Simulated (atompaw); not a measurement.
**Building the PAW (atompaw) potential for Pb (PBE, scalar-relativistic).**

atompaw 4.2.0.5 input, output lines left out:

```
Pb 82
GGA-PBE scalarrelativistic loggrid 2001 logderivrange -4 5 226
6 6 5 4 0 0
6 0 1
6 1 3
0 0 0
c
c
c
c
c
v
c
c
c
c
v
c
c
v
c
2
2.50 1.90 2.20 1.40
y
0.05
n
y
0.1
n
y
3.4
n
custom rrkj vanderbiltortho sinc
3 1 troulliermartins
2.20
2.50
2.50
2.50
1.70
2.50
```

All-electron outer shells of the reference configuration (PBE, scalar-relativistic, ld1.x):

```csv
shell,level (eV),outermost node (bohr),outermost maximum (bohr)
4f,-134.72,–,0.35
5p,-87.65,0.49,0.88
5d,-22.87,0.52,1.07
6s,-13.14,1.01,1.95
6p,-4.22,1.18,2.60
```

Task: Estimate the cutoffs (Ry, on a coarse ladder) from which the occupation-weighted sum of valence levels, in a spherical-Bessel basis at the reference potential, stays within 10 and 1 mRy of its value at 400 Ry.

Result: 40 Ry and 70 Ry.

Task: Does the potential have ghost states?

Result: Ghost state, extra bound levels that the all-electron valence spectrum of the same l lacks: s at -104.9 eV. A true bound ghost makes a file unfit for plane-wave use.

Task: Is the overlap operator S = 1 + Σ q|β⟩⟨β| positive definite (Bessel basis up to 400 Ry)?

Result: Yes: its lowest eigenvalue is 0.11 (s channel).

Task: Which valence shell sets the plane-wave cutoff?

Result: 5d: its level needs 40 Ry to come within 1 mRy, against 8 Ry for 6s.
